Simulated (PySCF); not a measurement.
Adding and removing an electron: KBe

PBE0; PySCF, no relativity, basis sets K pcseg-2, Be pcseg-2. Neutral (UKS): doublet (σ ↑), Re = 3.397 Å, ωe = 164 cm⁻¹, De = 0.28 eV, HOMO -3.01 eV, LUMO -1.23 eV.

KBe⁺ (UKS): singlet (closed shell), Re = 3.474 Å, ωe = 140 cm⁻¹, De = 0.25 eV to K⁺ + Be. The energies at the minima are -614.39499 hartree for KBe and -614.23274 for KBe⁺.

**Question.** Work out the adiabatic ionisation energy, without and with harmonic zero-point energies (1 hartree = 27.2114 eV, 1 eV = 8065.5 cm⁻¹), and the change of the bond length.

**Answer.** At PBE0: 0.16225 hartree = 4.415 eV between the minima; the zero-point term (140.0 − 164.0)/2 cm⁻¹ = -0.001 eV makes it 4.414 eV. Re changes by +7.7 pm against the neutral. The electron leaves a σ orbital; in so polar a molecule the change of length follows mostly from the change of the ionic charges.

Closed-shell solutions of metal pairs were not tested for spin polarisation, which can lower them a little. Weak bonds: KBe, KBe⁺. Basis-set superposition, not corrected here, can be much of De in a small basis, most of all at correlated wavefunction levels. For an ion De counts to the pair picked by the measured ionisation energies or electron affinities, which need not be the lowest pair at this level. States were picked by a PBE0 search and need not be the measured ground states.
